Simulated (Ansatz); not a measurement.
`COB(C)N` + `C[SiH2]C#N` → `CB(N)[SiH2]C#N` + dimethyl ether  (formal exchange of groups at a B–O bond)

Isolated molecules relaxed with PBE0-D4/def2-TZVP in Ansatz; ΔE leaves out vibrations. CCSD(T)/CBS adds triple-zeta CCSD(T) − MP2 to the extrapolated MP2 energy (def2 sets, frozen cores). DFT in def2-TZVPP. B3LYP here is the variant with VWN-RPA as its local correlation; programs differ in this. Each species was taken in one conformer, which may not be the lowest.

`COB(C)N`:

Z-matrix (Å, degrees):
```
C
O 1 1.403
H 1 1.091 2 107.9
H 1 1.095 2 111.9 3 119.1
H 1 1.096 2 111.9 3 -119.1
B 2 1.375 1 121.5 3 179.9
N 6 1.405 2 115.7 1 180.0
C 6 1.577 2 122.6 1 -0.0
H 7 1.005 6 122.2 2 0.0
H 7 1.002 6 123.1 2 -180.0
H 8 1.095 6 111.2 2 59.0
H 8 1.092 6 112.8 2 179.9
H 8 1.095 6 111.2 2 -59.1
```

`C[SiH2]C#N`:

```xyz
9

C     0.631   -0.180   -1.076
Si    0.108    0.451    0.593
C    -1.443   -0.427    1.106
N    -2.406   -0.985    1.404
H    -0.146    0.007   -1.819
H     0.823   -1.254   -1.039
H     1.545    0.323   -1.398
H    -0.221    1.895    0.580
H     1.109    0.169    1.649
```

`CB(N)[SiH2]C#N`:

Cartesian coordinates in Å:
```
C 1.420 -0.385 -0.841
B 0.474 0.384 0.145
N 0.753 1.678 0.566
Si -1.214 -0.495 0.848
C -2.226 -1.057 -0.605
N -2.812 -1.385 -1.542
H 2.297 0.193 -1.146
H 0.874 -0.675 -1.746
H 1.771 -1.323 -0.398
H 1.572 2.181 0.260
H 0.165 2.212 1.183
H -2.108 0.399 1.633
H -0.966 -1.726 1.644
```

`COC`:

```xyz
9

C    -0.099   -0.828    0.808
O    -0.321   -0.540   -0.543
C     0.061    0.765   -0.872
H     0.965   -0.736    1.072
H    -0.418   -1.855    0.985
H    -0.674   -0.158    1.464
H     1.133    0.931   -0.688
H    -0.142    0.912   -1.933
H    -0.506    1.510   -0.294
```

```json
{"level": "PBE-D4", "ΔE (kJ/mol)": "190.1", "difference from CCSD(T)/CBS": "-19.7"}
{"level": "r2SCAN-D4", "ΔE (kJ/mol)": "207.7", "difference from CCSD(T)/CBS": "-2.1"}
{"level": "PBE0-D4", "ΔE (kJ/mol)": "198.7", "difference from CCSD(T)/CBS": "-11.1"}
{"level": "B3LYP-D4", "ΔE (kJ/mol)": "203.4", "difference from CCSD(T)/CBS": "-6.4"}
{"level": "ωB97X-V", "ΔE (kJ/mol)": "203.7", "difference from CCSD(T)/CBS": "-6.1"}
{"level": "ωB97M-V", "ΔE (kJ/mol)": "212.2", "difference from CCSD(T)/CBS": "2.4"}
{"level": "B2PLYP", "ΔE (kJ/mol)": "209.5", "difference from CCSD(T)/CBS": "-0.3"}
{"level": "PBE", "ΔE (kJ/mol)": "190.6", "difference from CCSD(T)/CBS": "-19.2"}
{"level": "r2SCAN", "ΔE (kJ/mol)": "208.0", "difference from CCSD(T)/CBS": "-1.8"}
{"level": "PBE0", "ΔE (kJ/mol)": "199.3", "difference from CCSD(T)/CBS": "-10.5"}
{"level": "B3LYP", "ΔE (kJ/mol)": "204.3", "difference from CCSD(T)/CBS": "-5.5"}
{"level": "HF/def2-TZVPP", "ΔE (kJ/mol)": "217.8", "difference from CCSD(T)/CBS": "8.0"}
{"level": "MP2/def2-TZVPP", "ΔE (kJ/mol)": "216.5", "difference from CCSD(T)/CBS": "6.7"}
{"level": "SCS-MP2/def2-TZVPP", "ΔE (kJ/mol)": "212.0", "difference from CCSD(T)/CBS": "2.2"}
{"level": "CCSD/def2-TZVPP", "ΔE (kJ/mol)": "209.6", "difference from CCSD(T)/CBS": "-0.2"}
{"level": "CCSD(T)/def2-TZVPP", "ΔE (kJ/mol)": "207.2", "difference from CCSD(T)/CBS": "-2.6"}
{"level": "HF/def2-QZVPP", "ΔE (kJ/mol)": "218.7", "difference from CCSD(T)/CBS": "8.9"}
{"level": "MP2/def2-QZVPP", "ΔE (kJ/mol)": "218.3", "difference from CCSD(T)/CBS": "8.5"}
{"level": "SCS-MP2/def2-QZVPP", "ΔE (kJ/mol)": "214.0", "difference from CCSD(T)/CBS": "4.2"}
{"level": "HF/CBS(def2)", "ΔE (kJ/mol)": "218.8", "difference from CCSD(T)/CBS": "9.0"}
{"level": "MP2/CBS(def2)", "ΔE (kJ/mol)": "219.1", "difference from CCSD(T)/CBS": "9.3"}
{"level": "CCSD/CBS(def2)", "ΔE (kJ/mol)": "212.2", "difference from CCSD(T)/CBS": "2.4"}
{"level": "CCSD(T)/CBS", "ΔE (kJ/mol)": "209.8", "difference from CCSD(T)/CBS": "0"}
```

Largest T1 diagnostic among the species: 0.013.

From PBE to PBE0 (25 % exact exchange), in def2-TZVPP and without D4, ΔE moves by +8.7 kJ/mol.

CCSD(T)/CBS has its own doubt, a few kJ/mol and more with outer-core shells, so smaller differences from it don't rank the levels.
